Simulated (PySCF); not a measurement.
## Field gradients at the hydrogen positions

Species: C3H10O3Si.
Geometry (GFN2-xTB, Å), atoms numbered from 1 in this order:
```xyz
17
C3H10O3Si angstrom
C      3.263    0.734    0.425
O      1.882    0.589    0.489
Si     1.010   -0.500   -0.317
O     -0.452   -0.121    0.248
C     -1.646   -0.760   -0.085
C     -2.793   -0.008    0.591
O     -2.875    1.314    0.131
H      3.557    1.505    1.137
H      3.577    1.032   -0.578
H      3.767   -0.202    0.677
H      1.095   -0.319   -1.770
H      1.386   -1.877    0.020
H     -1.784   -0.749   -1.172
H     -1.625   -1.803    0.248
H     -3.747   -0.485    0.358
H     -2.635   -0.028    1.679
H     -1.987    1.689    0.197
```

Level: PBE0/pcSseg-1 (PySCF, non-relativistic); Q(2H) = 0.00286 b; rigid geometry, the same for H and D, with no vibrational averaging.

Problem. Rank these positions by the coupling χzz of a deuteron there, largest first.
A. H16 (methylene hydrogen)
B. H14 (methylene hydrogen)
C. H11 (Si–H hydrogen)
D. H15 (methylene hydrogen)
E. H17 (hydroxyl hydrogen)

Solution. E (302 kHz), D (200 kHz), B (195 kHz), A (191 kHz), C (104 kHz).

Problem. Give the electric field gradient Vzz (the principal value of largest size), its asymmetry and the 2H coupling at each hydrogen.

Solution. 
```
atom  bonded to  bond length (Å)  Vzz (au)     η  χzz (kHz)
  H8         C1            1.090    0.3022  0.07        203
  H9         C1            1.093    0.2965  0.08        199
 H10         C1            1.092    0.2966  0.08        199
 H11        Si3            1.467    0.1541  0.03        104
 H12        Si3            1.466    0.1544  0.04        104
 H13         C5            1.096    0.2881  0.08        194
 H14         C5            1.095    0.2903  0.07        195
 H15         C6            1.092    0.2973  0.05        200
 H16         C6            1.099    0.2836  0.06        191
 H17         O7            0.966    0.4500  0.14        302
```

Problem. Average by the element that carries the hydrogen.

Solution. on C: 197 kHz over 7 positions, mean bond length 1.094 Å; on Si: 104 kHz over 2 positions, mean bond length 1.466 Å; on O: 302 kHz over 1 position, mean bond length 0.966 Å.

Problem. How does χzz go with the bond length over the 7 C–H bonds?

Solution. A straight-line fit has a slope of -13.6 kHz for each 0.01 Å, with a correlation coefficient of -0.99, over lengths from 1.090 to 1.099 Å. The longer bonds have the smaller couplings here.

Problem. Give the 2H NMR doublet splittings at H11 for a magnetic field along the z, y and x axes of the gradient: 3χ/2, 3χ(1 + η)/4, 3χ(1 − η)/4.

Solution. With |χ| = 103.6 kHz and η = 0.032: 155, 80 and 75 kHz, to first order and without motion.

Geometry: GFN2-xTB, one conformer, isolated molecule. GFN2-xTB bond lengths can be off by several hundredths of an ångström, more for odd bonds, and the gradients follow them. A larger basis could move these couplings by a tenth or more.

These values come from a run that also computed NMR shieldings. The run took 26 s (with the writing of density and orbital grids) on one thread, Arm Neoverse V2 (aarch64), on a shared host, and the process peaked at 0.80 GiB of memory.
